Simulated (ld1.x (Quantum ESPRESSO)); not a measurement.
## LDA (PZ) PAW dataset for beryllium, scalar-relativistic all-electron reference.

ld1.x (Quantum ESPRESSO) 7.5 input, shortened:

```
&input
   title='Be', zed=4., rel=1, dft='PZ', iswitch=3,
   config='[He] 2s2 2p0'
 /
 &inputp
   pseudotype=3, lpaw=.true., tm=.true., lloc=-1, rcloc=0.90,
   nlcc=.false.,
   which_augfun='PSQ', rmatch_augfun=0.75
 /
4
1S  1  0   2.00   0.00  0.75  0.95  0.0
2S  2  0   2.00   0.00  0.75  0.95  0.0
2P  2  1   0.00   0.00  3.60  3.80  0.0
2P  2  1   0.00   0.65  3.60  3.80  0.0
 &test
   configts(1)='1s2 2s2 2p0'
 /
```

All-electron outer shells of the reference configuration (LDA (PZ), scalar-relativistic, ld1.x):

```csv
shell,level (eV),outermost node (bohr),outermost maximum (bohr)
1s,-104.93,–,0.27
2s,-5.61,0.60,2.04
2p,-2.10,–,2.28
```

What the tests gave:

| Property | Result |
| --- | --- |
| Largest excitation error | -264 meV (all-electron minus pseudo) for 1s2 2s0 2p1, out of 7 test configurations |
| Lowest eigenvalue of the overlap operator | -83.02 (p channel); it is negative, so in a basis up to 400 Ry S is not positive definite and the file is unfit for use |
| Density cutoff estimated by the generator | 631 Ry |

The ghost test of this file was not conclusive. Its overlap operator is not positive definite in a basis up to 400 Ry (lowest eigenvalue p -83.02), so the file is unfit for use: the generalised eigenproblem breaks down once the basis is large enough, and its test numbers describe a broken file.

Generation and tests took about 1.1 s on one core of a shared server CPU.
